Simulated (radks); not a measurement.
Neutral scandium inside a hard spherical wall (all orbitals vanish at R), configuration held at [Ar] 3d1 4s2 and not refilled when levels cross. Method: non-relativistic Kohn-Sham, LDA (Slater exchange, Perdew-Wang correlation), spin-polarised, spherical densities, point nucleus; open shells are filled with parallel spins first; computed with a radial shooting solver on a logarithmic mesh with Libxc functionals. Eigenvalues in eV for spin up, with the zero of energy where the potential of the charges vanishes at infinity; a dash marks a level that is unbound or too diffuse for the functional's potential to be trusted. A positive occupied level is held by the wall or, in an anion where self-interaction has pushed it up, behind a barrier. The pressure on the wall is -dE/dV.

R (bohr)  E (hartree)  kinetic (hartree)    e(3s)    e(3p)   e(4s)   e(3d)  e(4p, empty)  e(5s, empty)  pressure (GPa)
free       -758.67777            757.530  -54.404  -33.854  -4.378  -3.835        -1.593        -0.079               0
20         -758.67777            757.530  -54.404  -33.854  -4.378  -3.835        -1.593         0.027        < 0.0001
15         -758.67777            757.530  -54.403  -33.853  -4.378  -3.834        -1.588         0.305        < 0.0001
10         -758.67643            757.542  -54.301  -33.752  -4.300  -3.741        -1.405         2.069          0.0328
7          -758.64929            757.697  -53.352  -32.814  -3.456  -2.882        -0.025         8.338            1.36
6          -758.60036            757.912  -52.322  -31.802  -2.333  -1.942         1.607        14.301            5.06
5          -758.46332            758.420  -50.424  -29.950   0.291  -0.145         5.177        26.022            20.9
4          -758.04246            759.792  -46.863  -26.495   7.184   3.532        13.914        51.747             107
2          -746.59317            793.383   -8.761   13.608  135.11  49.744        148.80        366.12           14100
1.5        -722.45368            853.388   51.399   76.782  337.87  112.24        344.33        779.20           91700
